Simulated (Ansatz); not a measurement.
This geometry of BF2H + BrH (6 atoms, charge 0, multiplicity 1) is a first-order saddle point.

Theory: Ansatz 0.2.0, RKS PBE/def2-SVPD.

```xyz
6
Properties=species:S:1:pos:R:3
B 0.012 -0.193 0.114
H 0.006 0.206 1.382
F 1.171 0.123 -0.478
F -1.170 0.055 -0.467
Br 0.079 -2.416 0.682
H 0.037 -0.861 1.426
```

(1) Which two structures does it join? (They come from a converged band through this point; their orientation in space is the band's.)

(2) How far does it lie above each of them?

Results:

(1) Bonds broken: B1–H2, Br5–H6. Bonds formed: B1–Br5, H2–H6. BF2H + BrH becomes BBrF2 + H2.

Initial state:

```xyz
6
Properties=species:S:1:pos:R:3
B -0.012 0.480 -0.174
H -0.019 0.865 0.968
F 1.129 0.325 -0.842
F -1.149 0.253 -0.831
Br 0.092 -2.700 1.077
H 0.095 -2.309 2.460
```

Final state:

```xyz
6
Properties=species:S:1:pos:R:3
B 0.020 -0.638 -0.528
H 0.007 0.389 2.288
F 1.143 0.068 -0.586
F -1.145 -0.001 -0.570
Br 0.079 -2.547 -0.412
H 0.032 -0.357 2.466
```

(2) 79.4 kJ/mol above the first and 114.1 kJ/mol above the second. This is the barrier of this one path; another mechanism may lie lower. The orbitals stay closed-shell, which can raise the energy where a bond breaks towards radicals; this wasn't checked here.

Time of the run: 5.8 min on 4 threads of AMD EPYC 7B13 (Zen 3), on a shared host, peak memory 0.2 GiB.
